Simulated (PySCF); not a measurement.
ZrCl4, optimised at PBE/def2-SVP:

```xyz
5

Zr    -0.0149     0.0091    -0.0169
Cl    -0.0146     0.9316    -2.1631
Cl    -0.0207    -2.3218    -0.1711
Cl     1.8948     0.7091     1.1321
Cl    -1.9190     0.7184     1.1356
```

Computed with PySCF (xtb for GFN2) and rigid-rotor harmonic-oscillator thermochemistry at 1 bar. All species are closed-shell singlets. Zr: scalar-relativistic def2 core potential, no spin-orbit coupling.

Q: List the harmonic frequencies (cm⁻¹, unscaled) at this level and at the other levels, each on its own geometry.

A: 
- PBE/def2-SVP: 93, 93, 101, 101, 101, 363, 418, 418, 418
- GFN2-xTB: 73, 73, 73, 84, 84, 322, 403, 403, 403
- PBE0/def2-TZVP: 97, 97, 106, 106, 107, 381, 430, 430, 430
